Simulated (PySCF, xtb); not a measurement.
B3H5N3, SMILES [B]1NBNBN1, multiplicity 2.

Coordinates come from a r2SCAN-D4/def2-SVP optimisation. The isomer is the one that the SMILES or the coordinates give; other isomers of the formula were not compared.

Computed with PySCF with C-PCM-B3LYP/def2-SVP.

The values are the electrostatic part of the solvation free energy, E(continuum) − E(gas) at the gas-phase geometry, in a cavity of scaled van der Waals radii (PySCF's table); cavitation and dispersion terms are not included. The dipole moment in vacuum is 0.54 D.

Computed values in water (ε = 78.36), dimethylsulfoxide (ε = 46.83), chlorobenzene (ε = 5.70):
```json
[
 {"solvent": "water", "ε": "78.36", "ΔG(elec) (kcal/mol)": "-3.8", "dipole (D)": "0.69"},
 {"solvent": "dimethylsulfoxide", "ε": "46.83", "ΔG(elec) (kcal/mol)": "-3.7", "dipole (D)": "0.69"},
 {"solvent": "chlorobenzene", "ε": "5.70", "ΔG(elec) (kcal/mol)": "-3.1", "dipole (D)": "0.66"}
]
```

For comparison, GFN2-xTB/ALPB(water) (xtb, at the GFN2-xTB geometry, all terms of that model) gives -5.1 kcal/mol.
